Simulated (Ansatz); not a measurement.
`O=C=N[SiH2]Cl`, charge 0, multiplicity 1.

Task: Give a relaxed structure at PBE0-D4/def2-TZVP (the Gaussian-basis code of Ansatz). (An estimate is asked.)

Result: The calculation gave: 
```xyz
7

O     2.561   -1.039   -1.132
C     1.648   -0.471   -0.694
N     0.733    0.155   -0.244
Si   -0.826    0.416    0.378
Cl   -1.859   -1.348    0.471
H    -0.707    0.956    1.745
H    -1.550    1.331   -0.524
```
Point group Cs.
